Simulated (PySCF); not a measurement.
Al(Cl)(Br)(OMe) (CH₃AlBrClO), SMILES C[O][Al]([Cl])[Br].

Coordinates come from a TPSSh-D3(BJ)/def2-SVP optimisation. The structure was generated by enumeration; whether it is a known compound was not checked. Other conformers were not sampled.

Calculation: TPSSh-D3(BJ)/def2-SVP (PySCF 2.14.0).

Frequencies are harmonic and unscaled.

```tsv
mode	ν (cm⁻¹)	IR (km/mol)	Raman (Å⁴/amu)	depolarisation	moving atoms (share of kinetic energy)
1	67	3.6	1.4	0.74	C 47 %, H 23 %, Br 19 %
2	75	0.0	0.1	0.75	H 98 %
3	94	1.0	0.0	–	O 40 %, H 21 %, C 19 %, Al 12 %
4	128	3.9	2.1	0.66	Cl 50 %, Br 23 %, Al 12 %
5	219	50.5	0.1	0.75	Al 69 %, O 24 %
6	228	18.4	1.2	0.75	O 61 %, Cl 13 %
7	342	14.4	9.4	0.08	Cl 29 %, Br 27 %, Al 20 %, O 15 %
8	585	193.4	2.3	0.30	Al 68 %, Cl 24 %
9	761	62.3	6.4	0.26	Al 52 %, C 24 %, O 15 %
10	1179	75.3	4.3	0.71	H 63 %, C 22 %, O 14 %
11	1188	0.3	0.9	0.75	H 78 %, C 18 %
12	1234	317.5	5.3	0.08	O 52 %, C 29 %, H 15 %
13	1489	10.8	8.6	0.62	H 88 %, C 9 %
14	1495	1.1	17.8	0.75	H 96 %
15	1498	6.5	24.7	0.72	H 96 %
16	3002	84.8	160.9	0.01	H 98 %
17	3084	39.7	87.2	0.54	H 90 %, C 10 %
18	3095	33.7	127.7	0.75	H 90 %, C 10 %
```
